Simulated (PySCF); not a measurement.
## Ho (holmium, neutral) across methods

[Xe] 4f10 5d1 6s2, one real determinant (an excited configuration). All numbers are calculated (PySCF 2.14, scalar relativity by spin-free X2C-1e, in x2c-TZVPPall (11s7p7d4f2g, 113 functions)).

| method | E (hartree) | mean ε 6s α (eV) | mean ε 6s β (eV) | mean ε 5d α (eV) | Σ⟨r²⟩ (bohr²) | ⟨S²⟩ |
| --- | --- | --- | --- | --- | --- | --- |
| PBE0 | -12615.62 | -4.990 | -4.572 | -3.684 | 78.33 | 8.815 |
| LDA | -12607.02 | -4.624 | -4.207 | -2.703 | 77.50 | 8.772 |
| r2SCAN | -12616.00 | -4.482 | -4.073 | -3.121 | 78.04 | 8.996 |
| UHF | -12611.39061 | -5.986 | -5.393 | -6.170 | 81.32 | 8.842 |

**Question.** Estimate the same row for PBE.

**Answer.** E (hartree) = -12615.77; mean ε 6s α (eV) = -4.451; mean ε 6s β (eV) = -4.041; mean ε 5d α (eV) = -2.741; Σ⟨r²⟩ (bohr²) = 78.20; ⟨S²⟩ = 8.821.

⟨L²⟩ = 40.22 against 72 for a pure L term, so this real determinant mixes terms. Spin-orbit coupling, absent here, splits the open shell strongly. ⟨S²⟩ = 8.81 against 8.75 shows spin contamination.
